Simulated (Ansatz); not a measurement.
Ansatz (an electronic-structure program) input (LC-wPBE/def2-TZVPD):

Ansatz 0.2 input:
```yaml
crystal:
  periodic: [false, false, false]
  atoms:
    - {symbol: O, position_ang: [-2.14284039, 0.49701634, 0.01569857]}
    - {symbol: B, position_ang: [-0.88388581, 0.90964823, -0.00284399]}
    - {symbol: Br, position_ang: [0.68169223, -0.23040156, -0.00403805]}
    - {symbol: H, position_ang: [-2.29707569, -0.46031718, 0.02996314]}
basis:
  gaussian:
    orbitals: def2-TZVPD
hamiltonian:
  xc: {name: LC-wPBE}
magnetization: {spin_polarized: true, initial_magnetization: 1}
output: {forces: true}
```

End of the output:

```
integrals: 0.07 GiB planned
820 factors; their error is unknown
integrals: 0.11 GiB planned
292 factors; integrals over basis functions are off by at most 1.6e-4 eV
0.24 GiB of the device are held for the grids
1.52 GiB of device memory are held for the factors and their scratch space
mean field: 0.61 GiB planned
mean field evaluation 1: about -72772.0887 eV, gradient 3.3e1 eV
mean field evaluation 2: about -72771.3825 eV, gradient 3.8e1 eV
mean field evaluation 4: about -72775.7872 eV, gradient 8.4e-1 eV
mean field evaluation 8: about -72775.8065 eV, gradient 6.7e-2 eV
mean field evaluation 16: about -72775.7986 eV, gradient 2.9e-4 eV
mean field -72775.79863488 eV, -2674.4612706240 hartree, gradient 5.8e-5 eV, S^2 0.753724; 0 other end points of the search recorded, 0 dependent functions left out
the calculation of the forces begins
reference -72775.79863489 eV, -2674.4612706243 hartree; 25, 24 occupied and 118, 119 virtual orbitals, 820 factors
Total energy: -72775.79863489 eV, -2674.4612706243 hartree
Atom 0 at    -2.142840     0.497016     0.015699 Å, force    -0.004352    -0.228902     0.003073 eV/Å
Atom 1 at    -0.883886     0.909648    -0.002844 Å, force     0.324532    -0.193997    -0.000807 eV/Å
Atom 2 at     0.681692    -0.230402    -0.004038 Å, force    -0.389673     0.221670     0.001118 eV/Å
Atom 3 at    -2.297076    -0.460317     0.029963 Å, force     0.069493     0.201230    -0.003384 eV/Å
Dipole moment:    -0.221199    -0.296579     0.006222 e Å
```

It need not be the lowest isomer of its formula.
